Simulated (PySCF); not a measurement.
All values below come from PySCF 2.14.0 with PBE-D3(BJ)/def2-TZVP // PBE0-D3(BJ)/def2-TZVP. All species are isolated molecules in the gas phase. One relaxed conformer stands for a flexible species; it need not be the lowest. 

Reference species (SMILES): `[NH+]B` (excited triplet) (charge +1, multiplicity 3).

```json
{
  "highest_occupied_spin_orbital": "-15.06 eV"
}
```

Changed species: `N#C[NH+]` (lower triplet) (X = cyano, multiplicity 3; the reference has X = boryl, multiplicity 3).

### Question
Predict the effect on the highest occupied spin orbital.

### Answer
the highest occupied spin orbital falls by 1.14 eV, to -16.20 eV.
